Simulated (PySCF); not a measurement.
**Radial density of Tc³⁺ (technetium, charge +3)**

CAM-B3LYP, [Kr] 4d4, high-spin 5D determinant. All numbers are calculated (PySCF 2.14, a scalar-relativistic core potential, in aug-cc-pwCVDZ-PP with ECP28MDF). This is the valence pseudo-density: the core potential removes the inner electrons and smooths the orbitals near the nucleus.

```tsv
r (bohr)	4πr²ρ (e/bohr)	4πr²(ρα − ρβ)
0.0234	1.001e-05	0.0000
0.0393	2.645e-05	0.0000
0.0661	7.160e-05	0.0000
0.111	0.0003188	0.0000
0.187	0.003453	0.0009
0.315	0.07422	0.0202
0.529	1.903	0.3402
0.891	11.14	2.2042
1.50	6.876	2.7272
2.52	0.7089	0.5629
4.24	0.01316	0.0129
```

Energies and moments cover only the electrons outside the core potential.
